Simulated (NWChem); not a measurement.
All runs are NWChem calculations. System: HCu, charge 0, spin multiplicity 1, at a geometry optimised with PBE/def2-SVP. The structure started from a generated list of species. Level: CR-EOMCCSD(T)/def2-SVPD, 9 core orbitals frozen.

Output (cleaned and shortened):

```
             Northwest Computational Chemistry Package (NWChem) 7.3.0
             --------------------------------------------------------

                                NWChem Input Module
                                -------------------

 Scaling coordinates for geometry "geometry" by  1.889725989
 (inverse scale =  0.529177249)

 Turning off AUTOSYM since
 SYMMETRY directive was detected!

                             Geometry "geometry" -> ""
                             -------------------------

 Output coordinates in angstroms (scale by  1.889725989 to convert to a.u.)

  No.       Tag          Charge          X              Y              Z
 ---- ---------------- ---------- -------------- -------------- --------------
    1 Cu                  29.0000     0.00000000     0.00000000     0.04877500
    2 H                    1.0000     0.00000000     0.00000000    -1.41446800

 Effective nuclear repulsion energy (a.u.)      10.4877591904

            Nuclear Dipole moment (a.u.)
            ----------------------------
        X                 Y               Z
 ---------------- ---------------- ----------------
     0.0000000000     0.0000000000     0.0000132281

      Symmetry information
      --------------------

 Group name             C2v
 Group number             16
 Group order               4
 No. of unique centers     2

      Symmetry unique atoms

     1    2


 Summary of "ao basis" -> "" (spherical)
 ------------------------------------------------------------------------------
       Tag                 Description            Shells   Functions and Types
 ---------------- ------------------------------  ------  ---------------------
 *                         def2-svpd                  on all atoms

 Summary of "ao basis" -> "ao basis" (spherical)
 ------------------------------------------------------------------------------
       Tag                 Description            Shells   Functions and Types
 ---------------- ------------------------------  ------  ---------------------
 Cu                        def2-svpd                12       34   5s4p2d1f
 H                         def2-svpd                 4        8   2s2p

                                 NWChem SCF Module
                                 -----------------

  ao basis        = "ao basis"
  functions       =    42
  atoms           =     2
  closed shells   =    15
  open shells     =     0
  charge          =   0.00
  wavefunction    = RHF
  use symmetry    = T
  symmetry adapt  = T

 Summary of "ao basis" -> "ao basis" (spherical)
 ------------------------------------------------------------------------------
       Tag                 Description            Shells   Functions and Types
 ---------------- ------------------------------  ------  ---------------------
 Cu                        def2-svpd                12       34   5s4p2d1f
 H                         def2-svpd                 4        8   2s2p

      Symmetry analysis of basis
      --------------------------

        a1         19
        a2          3
        b1         10
        b2         10

 Forming initial guess at       0.0s

      Superposition of Atomic Density Guess
      -------------------------------------

 Sum of atomic energies:       -1639.18483384

      Non-variational initial energy
      ------------------------------

 Total energy =   -1638.820330
 1-e energy   =   -2303.066735
 2-e energy   =     653.758645
 HOMO         =      -0.455380
 LUMO         =      -0.090794

      Symmetry analysis of molecular orbitals - initial
      -------------------------------------------------

 !! scf_movecs_sym_adapt:   26 vectors were symmetry contaminated

  Symmetry fudging

 !! scf_movecs_sym_adapt:   24 vectors were symmetry contaminated

  Numbering of irreducible representations:

     1 a1          2 a2          3 b1          4 b2

  Orbital symmetries:

     1 a1          2 a1          3 a1          4 b2          5 b1
     6 a1          7 a1          8 b1          9 b2         10 a1
    11 b1         12 b2         13 a2         14 a1         15 a1
    16 a1         17 b2         18 b1         19 a1         20 a1
    21 b2         22 b1         23 a1         24 b1         25 b2
[...]
 =========================================
 Excited-state calculation ( b1  symmetry)
 =========================================
 Dim. of EOMCC iter. space      500

 EOMCCSD SOLVER TYPE  1
  maxdiff =   0.39539638773828478

 No. of initial right vectors    1

 EOM-CCSD right-hand side iterations
 --------------------------------------------------------------
      Residuum       Omega / hartree  Omega / eV    Cpu    Wall
 --------------------------------------------------------------

 Iteration   1 using    1 trial vectors
   0.4042486530845   0.2790924269935    7.59449     0.2     0.2

 Iteration   2 using    2 trial vectors
   0.1548777342600   0.2161818270591    5.88261     0.2     0.2

 Iteration   3 using    3 trial vectors
   0.0788124792042   0.2041792166043    5.55600     0.2     0.2

 Iteration   4 using    4 trial vectors
   0.0722354291467   0.1983067536922    5.39620     0.2     0.2

 Iteration   5 using    5 trial vectors
   0.0530323595733   0.1913512382086    5.20693     0.2     0.2

 Iteration   6 using    6 trial vectors
   0.0799105702702   0.1840393495227    5.00797     0.2     0.2

 Iteration   7 using    7 trial vectors
   0.0959405935432   0.1727257379998    4.70011     0.2     0.2

 Iteration   8 using    8 trial vectors
   0.1483554659334   0.1501100429986    4.08470     0.2     0.2

 Iteration   9 using    9 trial vectors
   0.1005821536796   0.1287381485095    3.50314     0.2     0.2

 Iteration  10 using   10 trial vectors
   0.0464104737044   0.1189377173638    3.23646     0.2     0.2

 Iteration  11 using   11 trial vectors
   0.0214988729793   0.1186232232119    3.22790     0.2     0.2

 Iteration  12 using   12 trial vectors
   0.0116055922327   0.1174565424589    3.19616     0.2     0.2

 Iteration  13 using   13 trial vectors
   0.0072836851589   0.1178608209218    3.20716     0.2     0.2

 Iteration  14 using   14 trial vectors
   0.0056424088878   0.1174229072640    3.19524     0.2     0.2

 Iteration  15 using   15 trial vectors
   0.0031541115676   0.1176110614317    3.20036     0.2     0.2

 Iteration  16 using   16 trial vectors
   0.0013005074586   0.1175449363432    3.19856     0.2     0.2

 Iteration  17 using   17 trial vectors
   0.0006883526575   0.1175594387234    3.19896     0.2     0.2

 Iteration  18 using   18 trial vectors
   0.0002361551713   0.1175544498777    3.19882     0.2     0.2

 Iteration  19 using   19 trial vectors
   0.0000835947274   0.1175549314144    3.19883     0.2     0.2

 Iteration  20 using   20 trial vectors
   0.0000398211997   0.1175542630122    3.19882     0.2     0.2

 Iteration  21 using   21 trial vectors
   0.0000216945195   0.1175542751247    3.19882     0.2     0.2

 Iteration  22 using   22 trial vectors
   0.0000094073378   0.1175541160230    3.19881     0.2     0.2
 --------------------------------------------------------------
 Iterations converged
 ------------------

 Excited state root  1
 Excitation energy / hartree =        0.117554116023047
                   / eV      =        3.198811614288477
 largest EOMCCSD amplitudes: R1 and R2

 Singles contributions
    16a1  (alpha) ---    11b1  (alpha)        0.8104334029
    19a1  (alpha) ---    11b1  (alpha)       -0.1170311103
    20a1  (alpha) ---    11b1  (alpha)        0.4388249091

 Doubles contributions
======= CR-EOMCCSD(T) calculation ======
corresponding R0 value =     0.000000

CR-EOMCCSD(T) Intermediates cpu wall time             0.4            0.4
 creom_N i2_1 nr of boxes                   168
 creom_N i2_2 nr of boxes                   168
 creom_N i2_3 nr of boxes                   168
 creom_N i2_4 nr of boxes                   168

CR-EOMCCSD(T) triples loop cpu wall             0.1            0.1

 CR-EOMCCSD(T)  total energy / hartree       =     -1639.399909767581903
 CR-EOMCCSD(T)  excitation energy (eV)       =      3.76863

 =========================================
 Excited-state calculation ( b2  symmetry)
 =========================================
 Dim. of EOMCC iter. space      500

 EOMCCSD SOLVER TYPE  1
  maxdiff =   0.39539638773828534

 No. of initial right vectors    1

 EOM-CCSD right-hand side iterations
 --------------------------------------------------------------
      Residuum       Omega / hartree  Omega / eV    Cpu    Wall
 --------------------------------------------------------------

 Iteration   1 using    1 trial vectors
   0.4042486530845   0.2790924269935    7.59449     0.2     0.2

 Iteration   2 using    2 trial vectors
   0.1548777342600   0.2161818270591    5.88261     0.2     0.2

 Iteration   3 using    3 trial vectors
   0.0788124792042   0.2041792166043    5.55600     0.2     0.2

 Iteration   4 using    4 trial vectors
   0.0722354291467   0.1983067536922    5.39620     0.2     0.2

 Iteration   5 using    5 trial vectors
   0.0530323595733   0.1913512382086    5.20693     0.2     0.2

 Iteration   6 using    6 trial vectors
   0.0799105702702   0.1840393495227    5.00797     0.2     0.2

 Iteration   7 using    7 trial vectors
   0.0959405935432   0.1727257379998    4.70011     0.2     0.2

 Iteration   8 using    8 trial vectors
   0.1483554659334   0.1501100429986    4.08470     0.2     0.2

 Iteration   9 using    9 trial vectors
   0.1005821536796   0.1287381485095    3.50314     0.2     0.2

 Iteration  10 using   10 trial vectors
   0.0464104737044   0.1189377173638    3.23646     0.2     0.2

 Iteration  11 using   11 trial vectors
   0.0214988729793   0.1186232232119    3.22790     0.2     0.2

 Iteration  12 using   12 trial vectors
   0.0116055922327   0.1174565424589    3.19616     0.2     0.2

 Iteration  13 using   13 trial vectors
   0.0072836851589   0.1178608209218    3.20716     0.2     0.2

 Iteration  14 using   14 trial vectors
   0.0056424088878   0.1174229072640    3.19524     0.2     0.2

 Iteration  15 using   15 trial vectors
   0.0031541115676   0.1176110614317    3.20036     0.2     0.2

 Iteration  16 using   16 trial vectors
   0.0013005074586   0.1175449363432    3.19856     0.2     0.2

 Iteration  17 using   17 trial vectors
   0.0006883526575   0.1175594387234    3.19896     0.2     0.2

 Iteration  18 using   18 trial vectors
   0.0002361551713   0.1175544498777    3.19882     0.2     0.2

 Iteration  19 using   19 trial vectors
   0.0000835947274   0.1175549314144    3.19883     0.2     0.2

 Iteration  20 using   20 trial vectors
   0.0000398211997   0.1175542630122    3.19882     0.2     0.2

 Iteration  21 using   21 trial vectors
   0.0000216945195   0.1175542751247    3.19882     0.2     0.2

 Iteration  22 using   22 trial vectors
   0.0000094073378   0.1175541160230    3.19881     0.2     0.2
 --------------------------------------------------------------
 Iterations converged
 ------------------

 Excited state root  1
 Excitation energy / hartree =        0.117554116023049
                   / eV      =        3.198811614288536
 largest EOMCCSD amplitudes: R1 and R2

 Singles contributions
    16a1  (alpha) ---    12b2  (alpha)        0.8104334029
    19a1  (alpha) ---    12b2  (alpha)       -0.1170311103
    20a1  (alpha) ---    12b2  (alpha)        0.4388249091

 Doubles contributions
======= CR-EOMCCSD(T) calculation ======
corresponding R0 value =     0.000000

CR-EOMCCSD(T) Intermediates cpu wall time             0.4            0.4
 creom_N i2_1 nr of boxes                   168
 creom_N i2_2 nr of boxes                   168
 creom_N i2_3 nr of boxes                   168
 creom_N i2_4 nr of boxes                   168

CR-EOMCCSD(T) triples loop cpu wall             0.1            0.1

 CR-EOMCCSD(T)  total energy / hartree       =     -1639.399909767581903
 CR-EOMCCSD(T)  excitation energy (eV)       =      3.76863

 Task  times  cpu:       18.0s     wall:       18.0s

 Total times  cpu:       18.0s     wall:       18.0s
```

Problem. Write an NWChem input that would produce this output.

Solution. Several could match; the one computed here: 
```
start mol
memory heap 100 mb stack 700 mb global 1900 mb
geometry units angstroms nocenter noautoz
  Cu     0.000000     0.000000     0.048775
  H      0.000000     0.000000    -1.414468
  symmetry group C2v
end
basis spherical
  * library def2-svpd
end
scf
  rhf
  nopen 0
  maxiter 100
  thresh 1e-7
  semidirect memsize 60000000 filesize 0
end
tce
  freeze core 9
  creomsd(t)
  nroots 1
  2eorb
  2emet 13
  thresh 1e-5
  maxiter 200
  tilesize 24
end
task tce energy
```
